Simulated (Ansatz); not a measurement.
Total energies of Au2S (the lowest singlet isomer of a short search) from Ansatz at PBE0-D4/def2-TZVP, gas phase (1 Eh = 27.2114 eV = 2625.5 kJ/mol). The reference geometry is relaxed at PBE-D4/def2-TZVP.

```xyz
3

Au   -0.485   -1.542   -0.507
Au    0.059    1.067    1.314
S     0.426    0.475   -0.807
```

```
                 state                     geometry  energy (Eh)
      charge 0 singlet                    reference   -669.56444
      charge 1 doublet                    reference   -669.26437
      charge 0 triplet  relaxed at PBE-D4/def2-TZVP   -669.51626
      charge 0 quintet  relaxed at PBE-D4/def2-TZVP   -669.44943
free Au atom (doublet)                            –   -135.70229
 free S atom (triplet)                            –   -397.97371
```

In the def2 sets Au takes a core potential; there is no spin–orbit coupling.

Task: Work out the vertical ionisation energy to the doublet.

Result: E(charge 1 doublet) − E(charge 0 singlet) = -669.26437 − (-669.56444) = 0.30007 Eh = 8.17 eV. For comparison, −ε of the highest occupied level is 6.35 eV at this level, 1.82 eV less.

Task: Which of the charge 0 states is lowest, and how far above it are the others?

Result: The singlet. triplet: -669.51626 − (-669.56444) = 0.04818 Eh = 126.5 kJ/mol; quintet: -669.44943 − (-669.56444) = 0.11501 Eh = 302.0 kJ/mol. The quintet differs in its bonds from the reference.

Task: What is the binding energy per atom against free atoms?

Result: Atoms: 2 × (-135.70229) + 1 × (-397.97371) = -669.37829 Eh. Binding: -669.37829 − (-669.56444) = 0.18615 Eh = 5.07 eV, or 1.69 eV for each of 3 atoms (no zero-point energy, no counterpoise term).

The structure comes from a short search, and lower isomers may exist.
